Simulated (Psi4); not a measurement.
BiF₃ (SMILES [F][Bi]([F])[F]), singlet, at a GFN2-xTB geometry (such geometries of metal compounds can be far from the true shape) (core potentials on Bi); CAM-B3LYP/def2-SVP in Psi4.

The Psi4 input:
```
memory 2 GB

molecule {
0 1
  Bi    0.00283361   -0.00403046    0.27310711
  F    -1.35263607   -1.00980650   -0.84069305
  F    -0.22186672    1.68716206   -0.81262393
  F     1.54837061   -0.64018572   -0.86533751
}

set basis def2-svp

energy('cam-b3lyp')
print_variables()
```

What the program printed (banner, timings and long lists left out):

```
   => Loading Basis Set <=

    Name: DEF2-SVP
    Role: ORBITAL
    Keyword: BASIS

    !!!  WARNING: ECP capability is in beta. Please check occupations closely.  !!!

         ---------------------------------------------------------
                                   SCF
               by Justin Turney, Rob Parrish, Andy Simmonett
                          and Daniel G. A. Smith
                              RKS Reference
         ---------------------------------------------------------

  ==> Geometry <==

    Molecular point group: c1
    Full point group: C1

    Geometry (in Angstrom), charge = 0, multiplicity = 1:

       Center              X                  Y                   Z               Mass
    ------------   -----------------  -----------------  -----------------  -----------------
         BI           0.002473805362    -0.003518685502     0.238428669127   208.980399100000
         F           -1.352995874638    -1.009294725502    -0.875371490873    18.998403162730
         F           -0.222226524638     1.687673834498    -0.847302370873    18.998403162730
         F            1.548010805362    -0.639673945502    -0.900015950873    18.998403162730

  Running in c1 symmetry.

  Rotational constants: A =      0.12331  B =      0.12331  C =      0.10374 [cm^-1]
  Rotational constants: A =   3696.83944  B =   3696.83943  C =   3110.12787 [MHz]
  Nuclear repulsion =  206.471889105788080

  Charge       = 0
  Multiplicity = 1
  Electrons    = 50
  Nalpha       = 25
  Nbeta        = 25

  ==> Algorithm <==

  SCF Algorithm Type is DF.
  DIIS enabled.
  MOM disabled.
  Fractional occupation disabled.
  Guess Type is SAD.
  Energy threshold   = 1.00e-06
  Density threshold  = 1.00e-06
  Integral threshold = 1.00e-12

  ==> Primary Basis <==

  Basis Set: DEF2-SVP
    Blend: DEF2-SVP
    Number of shells: 28
    Number of basis functions: 68
    Number of Cartesian functions: 73
    Spherical Harmonics?: true
    Max angular momentum: 2

  Core potential: DEF2-SVP
    Number of shells: 4
    Number of ECP primitives: 18
    Number of ECP core electrons: 60
    Max angular momentum: 3

  ==> DFT Potential <==

   => LibXC <=

    Version 7.1.2
    S. Lehtola, C. Steigemann, M. J. T. Oliveira, and M. A. L. Marques,  SoftwareX 7, 1–5 (2018) (10.1016/j.softx.2017.11.002)

   => Composite Functional: CAM-B3LYP <=

    CAM-B3LYP Hyb-GGA Exchange-Correlation Functional

[...]
   @DF-RKS iter   4:  -513.88206291500967   -1.17385e-03   2.54490e-04 ADIIS/DIIS
   @DF-RKS iter   5:  -513.88217577015871   -1.12855e-04   9.04811e-05 DIIS
   @DF-RKS iter   6:  -513.88218835981490   -1.25897e-05   3.26856e-05 DIIS
   @DF-RKS iter   7:  -513.88219063697079   -2.27716e-06   4.20823e-06 DIIS
   @DF-RKS iter   8:  -513.88219070639695   -6.94262e-08   7.82767e-07 DIIS
  Energy and wave function converged.

  ==> Post-Iterations <==

   Electrons on quadrature grid:
      Ntotal   =   50.0001836763 ; deviation = 1.837e-04

    Orbital Energies [Eh]
    ---------------------

    Doubly Occupied:

[...]
      25A     -0.407770

    Virtual:

[...]
      68A     53.860734

    Final Occupation by Irrep:
              A
    DOCC [    25 ]
    NA   [    25 ]
    NB   [    25 ]

  @DF-RKS Final Energy:  -513.88219070639695

   => Energetics <=

    Nuclear Repulsion Energy =            206.4718891057880796
    One-Electron Energy =               -1203.7545266828237800
    Two-Electron Energy =                 519.1546917980356284
    DFT Exchange-Correlation Energy =     -35.7542449273969112
    Empirical Dispersion Energy =           0.0000000000000000
    VV10 Nonlocal Energy =                  0.0000000000000000
    Total Energy =                       -513.8821907063970684

Computation Completed

Properties will be evaluated at   0.000000,   0.000000,   0.000000 [a0]

Properties computed using the SCF density matrix

 Multipole Moments:

 ------------------------------------------------------------------------------------
     Multipole            Electronic (a.u.)      Nuclear  (a.u.)        Total (a.u.)
 ------------------------------------------------------------------------------------

 L = 1.  Multiply by 2.5417464519 to convert [e a0] to [Debye]
 Dipole X            :          0.3782292           -0.3552814            0.0229478
 Dipole Y            :         -0.5380170            0.5053443           -0.0326726
 Dipole Z            :         36.4560367          -34.2424968            2.2135400
 Magnitude           :                                                    2.2139000

 ------------------------------------------------------------------------------------

  Variable Map:
  ----------------------------------------------------------------------------
[...]
  Array Variable Map:
  ----------------------------------------------------------------------------
[...]
[...]
```
